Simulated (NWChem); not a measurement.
System: BO, doublet; SMILES O=[B]

Excerpt of the output:

```
             Northwest Computational Chemistry Package (NWChem) 7.3.0
             --------------------------------------------------------

 ORDER OF PRIMARY AXIS IS BEING SET TO 4
 C4V symmetry detected

                             Geometry "geometry" -> ""
                             -------------------------

 Output coordinates in angstroms (scale by  1.889725989 to convert to a.u.)

  No.       Tag          Charge          X              Y              Z
 ---- ---------------- ---------- -------------- -------------- --------------
    1 B                    5.0000     0.00000000     0.00000000    -0.73958277
    2 O                    8.0000     0.00000000     0.00000000     0.46223923

 Effective nuclear repulsion energy (a.u.)      17.6124999875

      Symmetry information
      --------------------

 Group name             C4v
 Group number             18
 Group order               8
 No. of unique centers     2

  pbe96 is a nonlocal functional; adding pw91lda local functional.

                                 NWChem DFT Module
                                 -----------------

 Summary of "ao basis" -> "ao basis" (spherical)
 ------------------------------------------------------------------------------
       Tag                 Description            Shells   Functions and Types
 ---------------- ------------------------------  ------  ---------------------
 B                         def2-tzvp                11       31   5s3p2d1f
 O                         def2-tzvp                11       31   5s3p2d1f

      Symmetry analysis of basis
      --------------------------

        a1         22
        a2          0
        b1          6
        b2          6
        e          28

            General Information
            -------------------
          SCF calculation type: DFT
          Wavefunction type:  spin polarized.
          No. of atoms     :     2
          No. of electrons :    13
           Alpha electrons :     7
            Beta electrons :     6
          Charge           :     0
          Spin multiplicity:     2
          Use of symmetry is: on ; symmetry adaption is: on
          Maximum number of iterations: 150
          AO basis - number of functions:    62
                     number of shells:    22
          Convergence on energy requested:  1.00D-06
          Convergence on density requested:  1.00D-05
          Convergence on gradient requested:  5.00D-04

              XC Information
              --------------
          PerdewBurkeErnzerhof Exchange Functional  1.000
            Perdew 1991 LDA Correlation Functional  1.000 local
           PerdewBurkeErnz. Correlation Functional  1.000 non-local

             Grid Information
             ----------------
          Grid used for XC integration:  medium
          Radial quadrature: Mura-Knowles
          Angular quadrature: Lebedev.
          Tag              B.-S. Rad. Rad. Pts. Rad. Cut. Ang. Pts.
          ---              ---------- --------- --------- ---------
          B                   0.85       49           6.0       434
          O                   0.60       49           7.0       434
          Grid pruning is: on
          Number of quadrature shells:    98
          Spatial weights used:  Erf1

      Superposition of Atomic Density Guess
      -------------------------------------

 Sum of atomic energies:         -99.31902009

      Non-variational initial energy
      ------------------------------

 Total energy =     -99.574372
 1-e energy   =    -169.856362
 2-e energy   =      52.669490
 HOMO         =      -0.276369
 LUMO         =       0.066424

   Symmetry analysis of molecular orbitals - initial alpha
   -------------------------------------------------------

 !! scf_movecs_sym_adapt:   12 vectors were symmetry contaminated

  Symmetry fudging

 !! scf_movecs_sym_adapt:   10 vectors were symmetry contaminated

  Numbering of irreducible representations:

     1 a1          2 a2          3 b1          4 b2          5 e

  Orbital symmetries:

     1 a1          2 a1          3 a1          4 a1          5 e
     6 e           7 a1          8 e           9 e          10 a1
    11 a1         12 e          13 e          14 a1         15 b1
    16 b2         17 a1

   Symmetry analysis of molecular orbitals - initial beta
   ------------------------------------------------------

 !! scf_movecs_sym_adapt:   12 vectors were symmetry contaminated

  Symmetry fudging

 !! scf_movecs_sym_adapt:   10 vectors were symmetry contaminated

  Numbering of irreducible representations:

     1 a1          2 a2          3 b1          4 b2          5 e

  Orbital symmetries:

     1 a1          2 a1          3 a1          4 a1          5 e
     6 e           7 a1          8 e           9 e          10 a1
    11 a1         12 e          13 e          14 a1         15 b1
    16 b2         17 a1

     ---------------------------------------------
      Total Density - Mulliken Population Analysis
     ---------------------------------------------

    Atom       Charge   Shell Charges
 -----------   ------   -------------------------------------------------------
    1 B    5     4.27   0.92  1.06  0.53  0.58  0.22  0.49  0.29  0.06  0.06  0.04  0.02
    2 O    8     8.73   0.79  1.18  0.63  0.92  0.23  2.05  2.09  0.80  0.00  0.01  0.00

     --------------------------------------------
      Spin Density - Mulliken Population Analysis
     --------------------------------------------

    Atom       Charge   Shell Charges
 -----------   ------   -------------------------------------------------------
    1 B    5     0.91   0.00 -0.01  0.13  0.31  0.19  0.16  0.10  0.02  0.01  0.00  0.00
    2 O    8     0.09   0.00 -0.00  0.01  0.00 -0.01  0.07  0.04 -0.02  0.00 -0.00  0.00

[...]
```

Level: PBE/def2-TZVP, spin-unrestricted. All runs use the structure optimised with PBE0/def2-SVP, spin-unrestricted. No stability test was run on the SCF state.

Task: Which NWChem input produces such a log?

Result: Several could match; the one computed here: the input that was run:
```
start job
memory heap 200 mb stack 900 mb global 1100 mb
geometry units angstroms noautoz
  B      0.000000     0.000000    -0.737635
  O      0.000000     0.000000     0.464187
end
basis spherical
  * library def2-tzvp
end
dft
  odft
  mult 2
  xc xpbe96 cpbe96
  iterations 150
  mulliken
end
task dft energy
```
